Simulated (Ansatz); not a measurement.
`[InH2][BH][TeH]` + HCl → `ClB[TeH]` + `[InH3]` at 298.15 K and 1 bar (cleavage of the B–In bond).

Calculated with Ansatz (gas phase, PBE0-D4/def2-TZVP geometries, no zero-point term in ΔE). CCSD(T)/CBS is the MP2 limit (def2-TZVPP, def2-QZVPP) plus CCSD(T) − MP2 in def2-TZVPP, frozen cores. This one scheme is used for every species. def2 core potentials past Kr. For In, Te outer-core shells are correlated without core-valence functions, which leaves a few kJ/mol of doubt a bond.

| species | CCSD(T)/CBS energy (Eh) | H − E (kJ/mol) | S (J/(mol·K)) |
| --- | --- | --- | --- |
| `[InH2][BH][TeH]` | -484.70285 | 100.1 | 352.9 |
| HCl | -460.38127 | 26.6 | 186.8 |
| `ClB[TeH]` | -753.54186 | 68.6 | 302.8 |
| `[InH3]` | -191.56739 | 54.8 | 229.0 |

H − E and S are ideal-gas, rigid-rotor, harmonic terms from PBE0-D4/def2-TZVP. 1 Eh = 2625.50 kJ/mol, R = 8.31446 J/(mol·K).

Question: By hand: ΔE, ΔH, ΔS and ΔG.

Answer: ΔE = (-753.54186) + (-191.56739) − (-484.70285) − (-460.38127) = -0.02513 Eh = -66.0 kJ/mol. Δ(H − E) = 68.6 + 54.8 − 100.1 − 26.6 = -3.3, so ΔH = -69.3 kJ/mol. ΔS = 302.8 + 229.0 − 352.9 − 186.8 = -7.9 J/(mol·K). ΔG = -69.3 − 298.15 × (-7.9)/1000 = -66.9 kJ/mol.

Question: By hand: the equilibrium constant, and the temperature at which ΔG would vanish if ΔH and ΔS stayed fixed.

Answer: log₁₀ K = −ΔG/(RT ln 10) = 11.7. ΔG = 0 at ΔH/ΔS = 8772 K, far beyond where these terms or the molecules hold.

The number of gas molecules stays the same, so ΔS is small and ΔH decides. A doubt of 5 kJ/mol in ΔE shifts log₁₀ K by 0.9 here. These are equilibria of isolated gas molecules and say nothing of rates. Largest T1 diagnostic: 0.016 (customary marks: 0.02 for closed shells, 0.045 for open ones).
